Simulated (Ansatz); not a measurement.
`C1=N[SiH2]C1` → `C#C[SiH2]N`  (isomerisation)

Gas-phase electronic energies from Ansatz, PBE0-D4/def2-TZVP geometries. CCSD(T)/CBS adds triple-zeta CCSD(T) − MP2 to the extrapolated MP2 energy (def2 sets, frozen cores). One conformer a species, not always the lowest.

```
       species  CCSD(T)/CBS(def2) energy (Eh)
`C1=N[SiH2]C1`                     -422.85806
  `C#C[SiH2]N`                     -422.86577
```

(1) Work out ΔE.

(2) What do rigid-rotor, harmonic-oscillator terms from PBE0-D4/def2-TZVP frequencies (298.15 K, 1 bar) make of the CCSD(T)/CBS value? (An estimate is asked.)

Largest T1 diagnostic among the species: 0.012.

Answers

(1) ΔE = (-422.86577) − (-422.85806) = -0.00771 Eh = -4.8 kcal/mol.

(2) The calculation gave: ΔZPE = -1.2 kcal/mol, ΔH = -5.0 kcal/mol, ΔS = 30 J/(mol·K), ΔG = -7.1 kcal/mol.

From r2SCAN to r2SCAN0 (25 % exact exchange), in def2-TZVPP and without D4, ΔE moves by +0.9 kcal/mol. In def2-TZVPP, CCSD(T) changes the Hartree–Fock value by +3.5 kcal/mol (the triples alone add +0.5 kcal/mol) and MP2 by +1.9 kcal/mol. At CCSD(T), def2-SVP lies +5.3 kcal/mol from the extrapolated value and def2-TZVPP +1.1 kcal/mol.
